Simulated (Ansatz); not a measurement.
`[BH2][Al]([CH3])[CH3]`, relaxed with RKS PBE-D4/def2-SVP in Ansatz 0.2.0 from a rough embedded geometry. The force threshold is 0.03 eV/Å; the program also tests the step.

The species carries charge 0 and has multiplicity 1.

Start:

```xyz
12

B     0.259    1.121    1.781
Al    0.199    0.274   -0.036
C    -1.441    0.525   -1.099
C     1.276   -1.415   -0.320
H     1.152    0.858    2.580
H    -0.525    1.978    2.142
H    -1.260    0.310   -2.170
H    -2.242   -0.266   -0.738
H    -1.900    1.548   -0.954
H     1.455   -1.474   -1.430
H     0.768   -2.220    0.061
H     2.259   -1.239    0.183
```

(1) How much energy does the relaxation release, and in how many steps? (Estimate.)

(2) Which bonds change most? (An estimate is asked.)

(3) Give the relaxed structure. (Estimate.)

## Answers

(1) The calculation gave: 75.88 kJ/mol, in 14 steps, 2 of them rejected.

(2) Ansatz gave: B1–Al2 from 2.006 to 2.124 Å; C4–H11 from 1.026 to 1.113 Å; C3–H8 from 1.182 to 1.114 Å; Al2–C4 from 2.023 to 1.981 Å.

(3) Computed: 
```xyz
12

B     0.269    1.168    1.920
Al    0.044    0.101    0.097
C    -1.368    0.597   -1.201
C     1.183   -1.470   -0.301
H     1.013    2.132    2.051
H    -0.335    0.885    2.946
H    -1.045    0.420   -2.249
H    -2.259   -0.050   -1.033
H    -1.716    1.647   -1.117
H     1.216   -1.704   -1.385
H     0.772   -2.368    0.212
H     2.227   -1.357    0.061
```
